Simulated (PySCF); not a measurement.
Radial density of Ru (ruthenium, neutral)

UHF, [Kr] 4d6 5s1 5p1, one real determinant (an excited configuration). Computed with PySCF 2.14 in x2c-QZVPPall (13s8p7d4f2g, 118 functions), with the spin-free X2C one-electron Hamiltonian (Gaussian nucleus).

```json
{"r (bohr)": "0.0330", "4πr²ρ (e/bohr)": "51.87", "4πr²(ρα − ρβ)": "-0.0007"}
{"r (bohr)": "0.0555", "4πr²ρ (e/bohr)": "49.19", "4πr²(ρα − ρβ)": "0.0069"}
{"r (bohr)": "0.0934", "4πr²ρ (e/bohr)": "68.68", "4πr²(ρα − ρβ)": "0.0959"}
{"r (bohr)": "0.157", "4πr²ρ (e/bohr)": "53.23", "4πr²(ρα − ρβ)": "0.4142"}
{"r (bohr)": "0.264", "4πr²ρ (e/bohr)": "50.55", "4πr²(ρα − ρβ)": "0.6876"}
{"r (bohr)": "0.444", "4πr²ρ (e/bohr)": "38.62", "4πr²(ρα − ρβ)": "0.0199"}
{"r (bohr)": "0.747", "4πr²ρ (e/bohr)": "13.19", "4πr²(ρα − ρβ)": "1.2612"}
{"r (bohr)": "1.26", "4πr²ρ (e/bohr)": "11.16", "4πr²(ρα − ρβ)": "2.9651"}
{"r (bohr)": "2.11", "4πr²ρ (e/bohr)": "2.713", "4πr²(ρα − ρβ)": "1.6100"}
{"r (bohr)": "3.56", "4πr²ρ (e/bohr)": "0.7270", "4πr²(ρα − ρβ)": "0.6632"}
{"r (bohr)": "5.98", "4πr²ρ (e/bohr)": "0.1354", "4πr²(ρα − ρβ)": "0.1345"}
{"r (bohr)": "10.1", "4πr²ρ (e/bohr)": "0.003369", "4πr²(ρα − ρβ)": "0.0034"}
```

Densities and radii are taken from the X2C orbitals without a picture-change correction, which distorts them close to the nucleus.

⟨L²⟩ = 8.07 against 12 for a pure F term, so this real determinant mixes terms.
